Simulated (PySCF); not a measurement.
Cl3Te, doublet, geometry from GFN2-xTB (the spin is typed, not shown lowest) (all electrons, no relativity); CASSCF(5,4)+NEVPT2/STO-3G in PySCF.

The PySCF input:
```python
from pyscf import gto, scf, mcscf, mrpt
import numpy

mol = gto.Mole()
mol.atom = '''
    Te    0.24557998    0.09428763    0.37155142
    Cl    2.08544212   -0.00951664   -1.24990324
    Cl   -1.68337595   -0.94447219    1.47838940
    Cl   -1.15325199    0.66557961   -1.36499639
'''
mol.basis = 'sto-3g'
mol.spin = 1
mol.verbose = 4
mol.build()

mf = scf.ROHF(mol)
mf.kernel()
mc = mcscf.CASSCF(mf, 4, 5)
mc.fix_spin_(ss=0.75)
mc.kernel()
occ = numpy.linalg.eigvalsh(mc.fcisolver.make_rdm1(mc.ci, mc.ncas, mc.nelecas))[::-1]
ss = mc.fcisolver.spin_square(mc.ci, mc.ncas, mc.nelecas)[0]
print('natural occupations', occ.round(4), ' <S^2>', round(ss, 4))
e2 = mrpt.NEVPT(mc).kernel()
print('E(NEVPT2) = %.10f' % (mc.e_tot + e2))
```

It wrote (shortened):

```
PySCF version 2.14.0

[INPUT] verbose = 4
[INPUT] num. atoms = 4
[INPUT] num. electrons = 103
[INPUT] charge = 0
[INPUT] spin (= nelec alpha-beta = 2S) = 1
[INPUT] symmetry False subgroup None
[INPUT] Mole.unit = angstrom
[INPUT] Symbol           X                Y                Z      unit          X                Y                Z       unit  Magmom
[...]
nuclear repulsion = 709.002340455971
number of shells = 26
number of NR pGTOs = 162
number of NR cGTOs = 54
basis = sto-3g
ecp = {}

******** <class 'pyscf.scf.rohf.ROHF'> ********
method = ROHF
initial guess = minao
damping factor = 0
level_shift factor = 0
DIIS = <class 'pyscf.scf.diis.CDIIS'>
diis_start_cycle = 1
diis_space = 8
diis_damp = 0
SCF conv_tol = 1e-09
SCF conv_tol_grad = None
SCF max_cycles = 50
direct_scf = True
direct_scf_tol = 1e-13
num. doubly occ = 51  num. singly occ = 1
Set gradient conv threshold to 3.16228e-05
init E= -7889.69356277548
[...]
cycle= 1 E= -7910.8448252178  delta_E= -21.2  |g|= 0.164  |ddm|= 2.25
[...]
cycle= 2 E= -7910.86117900813  delta_E= -0.0164  |g|= 0.0294  |ddm|= 0.424
[...]
cycle= 3 E= -7910.8633424092  delta_E= -0.00216  |g|= 0.01  |ddm|= 0.165
[...]
cycle= 4 E= -7910.86381212254  delta_E= -0.00047  |g|= 0.00338  |ddm|= 0.0982
[...]
cycle= 5 E= -7910.86386193262  delta_E= -4.98e-05  |g|= 0.00145  |ddm|= 0.0303
[...]
cycle= 6 E= -7910.86387248255  delta_E= -1.05e-05  |g|= 0.000502  |ddm|= 0.0158
[...]
cycle= 7 E= -7910.86387342369  delta_E= -9.41e-07  |g|= 9.17e-05  |ddm|= 0.00523
[...]
cycle= 8 E= -7910.8638734431  delta_E= -1.94e-08  |g|= 2.28e-05  |ddm|= 0.000683
[...]
cycle= 9 E= -7910.86387344463  delta_E= -1.53e-09  |g|= 4.64e-06  |ddm|= 0.00019
[...]
cycle= 10 E= -7910.86387344467  delta_E= -4.37e-11  |g|= 1.29e-06  |ddm|= 2.7e-05
[...]
Extra cycle  E= -7910.86387344466  delta_E= 1.64e-11  |g|= 6.13e-07  |ddm|= 4.3e-06
converged SCF energy = -7910.86387344466

******** <class 'pyscf.mcscf.mc1step.CASSCF'> ********
CAS (3e+2e, 4o), ncore = 49, nvir = 1
max_cycle_macro = 50
max_cycle_micro = 4
conv_tol = 1e-07
conv_tol_grad = None
orbital rotation max_stepsize = 0.02
orbital rotation threshold for CI restart = 0.01
augmented hessian ah_max_cycle = 30
augmented hessian ah_conv_tol = 1e-12
augmented hessian ah_linear dependence = 1e-14
augmented hessian ah_level shift = 1e-08
augmented hessian ah_start_tol = 2.5
augmented hessian ah_start_cycle = 3
augmented hessian ah_grad_trust_region = 3
kf_trust_region = 3
kf_interval = 4
ci_response_space = 4
[...]
CASCI E = -7910.86554016095  S^2 = 0.7500000
CASSCF energy = -7910.87939522356
CASCI E = -7910.87939522356  E(CI) = -4.94129193420395  S^2 = 0.7500000
[...]
0 Te 3dx2-y2    -0.00004   0.00004   0.00033   0.00045
0 Te 4dxy       -0.00063   0.00394  -0.00648   0.00438
0 Te 4dyz       -0.00221   0.00246   0.00160   0.00960
0 Te 4dz^2      -0.00852  -0.00155   0.00154  -0.00888
0 Te 4dxz       -0.01556  -0.00823   0.01797  -0.01376
0 Te 4dx2-y2    -0.00361   0.00090  -0.00809  -0.01070
1 Cl 1s          0.00013  -0.00001   0.00012   0.00009
1 Cl 2s          0.00027   0.00021  -0.00235  -0.00145
1 Cl 3s          0.07996  -0.00641   0.04382   0.03096
1 Cl 2px        -0.00250  -0.00173   0.00438   0.00329
1 Cl 2py         0.00035   0.00004   0.00193  -0.00032
1 Cl 2pz         0.00165  -0.00025  -0.00445  -0.00083
1 Cl 3px         0.39784   0.11412  -0.31888  -0.17199
1 Cl 3py         0.04783   0.00878  -0.14760   0.01551
1 Cl 3pz        -0.24085  -0.02374   0.32626   0.04461
2 Cl 1s          0.00013  -0.00001   0.00012   0.00009
2 Cl 2s          0.00027   0.00021  -0.00235  -0.00145
2 Cl 3s          0.07994  -0.00641   0.04382   0.03095
2 Cl 2px         0.00205   0.00021  -0.00581  -0.00152
2 Cl 2py         0.00148   0.00052  -0.00060  -0.00152
2 Cl 2pz        -0.00164  -0.00165   0.00293   0.00265
2 Cl 3px        -0.33872  -0.05424   0.42742   0.08079
2 Cl 3py        -0.13491  -0.03300   0.03754   0.07821
2 Cl 3pz         0.29229   0.09814  -0.21400  -0.13839
3 Cl 1s          0.00014  -0.00014  -0.00002   0.00037
3 Cl 2s         -0.00009  -0.00022   0.00051  -0.00666
3 Cl 3s          0.08242  -0.09166  -0.01365   0.14121
3 Cl 2px        -0.00080  -0.00467   0.00053  -0.00735
3 Cl 2py        -0.00066   0.00160   0.00158   0.00308
3 Cl 2pz        -0.00133  -0.00590   0.00127  -0.00910
3 Cl 3px        -0.01783   0.46843  -0.03661   0.36748
3 Cl 3py         0.20381  -0.16016  -0.09465  -0.15263
3 Cl 3pz         0.04512   0.59217  -0.08300   0.45532
<CAS-nat-orb|mo-hf>  50     42      -0.52405865
<CAS-nat-orb|mo-hf>  50     45       0.56732291
<CAS-nat-orb|mo-hf>  50     51       0.50977441
<CAS-nat-orb|mo-hf>  51     44       0.84454983
<CAS-nat-orb|mo-hf>  52     52       0.99990717
<CAS-nat-orb|mo-hf>  53     53       0.99986972
Sr    (-1)',   E = -0.00000000077671
Si    (+1)',   E = -0.00128209687970
Sijrs (0)  ,   E = -0.00607125654373
Sijr  (+1) ,   E = -0.00396568271947
Srsi  (-1) ,   E = -0.00127045331796
Srs   (-2) ,   E = -0.00121103722600
Sij   (+2) ,   E = -0.00194498518493
Sir   (0)' ,   E = -0.01473498254964
Nevpt2 Energy = -0.030480495198142
E(NEVPT2) = -7910.9098757188
```
